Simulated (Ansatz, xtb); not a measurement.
**Ranking isomers of C5H5FSe**

6 gas-phase structures of C5H5FSe, from a drawn sample of its isomers (lower ones may exist). Each was relaxed with GFN2-xTB:

A. `Cc1c[se]cc1F`, a singlet
B. `Cc1cc[se]c1F`, a singlet
C. `Cc1ccc(F)[se]1`, a singlet
D. `Cc1[se]ccc1F`, a singlet
E. `Cc1c[se]c(F)c1`, a singlet
F. `Cc1cc(F)c[se]1`, a singlet

Task: Make a reasoned guess at their ranking by r2SCAN-D4/def2-SVP single-point energy.

Result: Calculated order at r2SCAN-D4/def2-SVP: A (0.000), D (0.007), F (0.028), B (0.184), C (0.193), E (0.197) eV. Less than 1 kcal/mol parts A and D; D and F; B and C; C and E, so the order within those pairs means little.

Energies above the lowest of each column, in eV; the last columns are at PBE-D3(BJ)/def2-SVP geometries:

```tsv
structure	GFN2-xTB	HF/STO-3G	r2SCAN-D4/def2-SVP	PBE-D3(BJ)/def2-SVP	CCSD(T)/def2-SVP + ΔMP2/def2-TZVPP
A	0.000	0.016	0.000	0.000	0.000
D	0.082	0.027	0.007	0.002	0.021
F	0.061	0.014	0.028	0.022	0.026
B	0.084	0.015	0.184	0.162	0.194
C	0.136	0.000	0.193	0.158	0.202
E	0.061	0.008	0.197	0.171	0.195
```

CCSD(T)/def2-SVP + ΔMP2/def2-TZVPP puts A lowest, with D and F within 1 kcal/mol; HF/STO-3G picks C. CCSD(T)/def2-SVP + ΔMP2/def2-TZVPP orders those it was run on as A (0.000), D (0.021), F (0.026), B (0.194), E (0.195), C (0.202) eV. Less than 1 kcal/mol parts A and D; D and F; B and E; E and C, so the order within those pairs means little. ΔMP2 is the change of the MP2 energy from the smaller to the larger basis.

Over these structures GFN2-xTB departs from r2SCAN-D4/def2-SVP by 0.067 eV on average once a common shift is removed. A GFN2-xTB relaxation took about 0.081 s and the r2SCAN-D4/def2-SVP energy about 1.7 s on a shared host (Ansatz 0.2.0, xtb 6.7.1).
